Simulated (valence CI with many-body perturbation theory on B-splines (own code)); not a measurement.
# Which ion has this spectrum?

A relativistic CI+MBPT calculation for an atom or ion with 24 electrons gives these levels (cm⁻¹):

```
J  Parity       E     g
4    even       0  1.33
2    even   41646  1.35
0    even  112426      
3    even  128055  1.41
1    even  153493  1.39
4    even  155828  1.13
5    even  198041  1.12
6    even  198350  1.12
2    even  230374  0.92
3    even  235625  1.03
2    even  281649  1.27
4    even  300886  1.02
1    even  305582  0.96
0    even  307757
```

The energies are calculated, and their last digits are not significant.

(1) Which is it?
A. Pm37+
B. Cs31+
C. Ba32+
D. Ce34+

Answers

(1) D. Ce34+, ground level (3d3/2^4 3d5/2^2) J=4.
